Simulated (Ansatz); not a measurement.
This geometry of C2H8FNOSi (14 atoms, charge 0, multiplicity 1) is a first-order saddle point.

Method: RKS PBE-D4/def2-SVP in Ansatz.

```xyz
14
Properties=species:S:1:pos:R:3
C -1.018 -0.444 1.427
Si 0.102 -0.505 -0.066
N 1.697 -1.017 0.382
F -0.602 -1.534 -1.161
C 0.202 1.168 -0.954
O -1.139 1.642 -1.147
H -1.966 0.049 1.133
H -1.258 -1.457 1.809
H -0.562 0.145 2.248
H 2.426 -1.079 -0.333
H 1.801 -1.787 1.049
H 0.797 1.898 -0.354
H 0.755 1.046 -1.915
H -1.247 1.846 -2.091
```

(1) Which two structures does it join? (They come from a converged band through this point; their orientation in space is the band's.)

(2) How far does it lie above each of them?

## Answers

(1) No bond is made or broken. The dihedral H13–C5–O6–H14 goes from 76 to -59°.

First end point:

```xyz
14
Properties=species:S:1:pos:R:3
C -0.956 -0.413 1.476
Si 0.092 -0.389 -0.071
N 1.640 -1.091 0.227
F -0.785 -1.199 -1.241
C 0.242 1.313 -0.887
O -1.021 1.680 -1.448
H -1.890 0.154 1.283
H -1.238 -1.445 1.767
H -0.433 0.064 2.329
H 2.349 -1.114 -0.509
H 1.728 -1.907 0.837
H 0.510 2.084 -0.133
H 1.072 1.330 -1.641
H -1.320 0.904 -1.960
```

Last end point:

```xyz
14
Properties=species:S:1:pos:R:3
C -1.057 -0.530 1.357
Si 0.080 -0.553 -0.124
N 1.677 -1.055 0.328
F -0.596 -1.563 -1.249
C 0.206 1.154 -0.938
O -1.122 1.612 -1.173
H -2.009 -0.047 1.059
H -1.286 -1.549 1.728
H -0.617 0.058 2.188
H 2.406 -1.097 -0.389
H 1.778 -1.849 0.966
H 0.783 1.826 -0.253
H 0.812 1.075 -1.877
H -1.067 2.488 -1.595
```

(2) 12.5 kJ/mol above the first and 3.5 kJ/mol above the second. This is the barrier of this one path; another mechanism may lie lower.

Time of the run: 2.1 min on 2 threads of Arm Neoverse V1, on a shared host, peak memory 0.17 GiB.
